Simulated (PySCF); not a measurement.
C₅H₈F₃PSi.
SMILES with atom numbers: `[F:1][C:2]([F:3])([F:4])[P:5]1[CH2:6][CH2:7][CH:8]=[C:9]1[SiH3:10]` (hydrogens: H11, H12 on C6; H13, H14 on C7; H15 on C8; H16, H17, H18 on Si10)

The closed-shell ground state was solved at several levels (PySCF, density fitting, gas phase, non-relativistic). One conformer (not necessarily the lowest) at the PBE0-D3(BJ)/def2-SVP geometry, without solvent, vibrations or thermal averaging.

```json
{"level": "PBE0/pcSseg-1", "basis functions": "224", "total energy (Eh)": "-1124.8735", "HOMO (eV)": "-7.25", "LUMO (eV)": "-0.99", "gap (eV)": "6.26", "dipole (D)": "3.07"}
{"level": "CAM-B3LYP/def2-SVPD", "basis functions": "281", "total energy (Eh)": "-1125.0057", "HOMO (eV)": "-8.55", "LUMO (eV)": "0.11", "gap (eV)": "8.66", "dipole (D)": "3.23"}
```

Problem. Estimate the row for KT2/pcSseg-1, a basis of 224 functions; the other rows only guide the guess.

Solution. Total energy -1138.3316 Eh, HOMO -6.16 eV, LUMO -1.91 eV, gap 4.25 eV, dipole 2.88 D.

Problem. Over all these levels, which gives the widest orbital gap and which the narrowest?

Solution. CAM-B3LYP/def2-SVPD (range-separated hybrid) has the widest, 8.66 eV, and KT2/pcSseg-1 (GGA) the narrowest, 4.25 eV. Functional and basis both differ between the two, so the spread mixes both effects.

Problem. How far do the dipole and the HOMO energy spread over the levels?

Solution. The dipole runs from 2.88 to 3.23 D (mean 3.06 D) and the HOMO from -8.55 to -6.16 eV.
